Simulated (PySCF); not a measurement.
Geometry:
```csv
atom,x (Å),y (Å),z (Å)
C1,3.187,1.555,1.040
C2,2.220,0.699,0.378
C3,1.406,-0.016,-0.181
Si4,0.187,-1.096,-1.009
O5,0.690,-2.664,-0.967
O6,-0.021,-0.666,-2.585
O7,-1.258,-0.969,-0.239
C8,-1.943,0.232,0.031
C9,-3.016,-0.021,1.063
H10,4.103,1.654,0.437
H11,2.775,2.564,1.198
H12,3.470,1.147,2.022
H13,0.937,-3.005,-0.103
H14,0.739,-0.769,-3.163
H15,-2.391,0.620,-0.902
H16,-1.237,1.004,0.395
H17,-3.725,-0.781,0.703
H18,-3.574,0.903,1.278
H19,-2.570,-0.386,2.000
```

Geometry: PBE0-D3(BJ)/def2-SVP; GIAO shifts from PySCF, gas phase, non-relativistic, averaged over equivalent atoms.

At KT3/pcSseg-1 (210 basis functions, 52 s wall time on 1 thread of an Arm Neoverse V1, shared host):
```tsv
atoms	δ (ppm)
C2	95.6
C3	70.8
C8	61.2
C9	20.3
C1	6.8
Si4	-71.6
O7	79.9
O5/O6	60.5
H15/H16	3.91
H10/H11/H12	1.96
H13/H14	1.53
H17/H18/H19	1.19
```

δ = σ(ref) − σ, references computed at the same level: 13C (σref 182.31), 29Si (σref 365.51), 1H (σref 31.32) vs TMS; H2O for 17O (σref 329.03).

Question: Estimate the result of repeating the calculation with PBE0/pcSseg-1.

Answer: 
| atoms | δ at PBE0/pcSseg-1 | change |
| --- | --- | --- |
| C2 | 107.8 | +12.2 |
| C3 | 81.4 | +10.6 |
| C8 | 59.8 | -1.4 |
| C9 | 19.8 | -0.5 |
| C1 | 5.3 | -1.5 |
| Si4 | -68.1 | +3.5 |
| O7 | 72.7 | -7.2 |
| O5/O6 | 61.0 | +0.5 |
| H15/H16 | 3.80 | -0.11 |
| H10/H11/H12 | 1.88 | -0.08 |
| H13/H14 | 1.67 | +0.14 |
| H17/H18/H19 | 1.21 | +0.02 |

Chemical shifts δ = σref − σ; TMS for 13C (σref 184.41) and 29Si (σref 351.99) and 1H (σref 31.27); 17O (σref 334.56) vs H2O, all at this level.

The largest change is at C2 (alkyne carbon). Cost: 210 basis functions, 35 s wall time on 1 thread of an Arm Neoverse V1, shared host. The order of the carbon signals is the same at both levels.

Experimental scales use liquid or dissolved standards, which lie at an offset from isolated H2O (liquid H2O: subtract about 36 ppm).
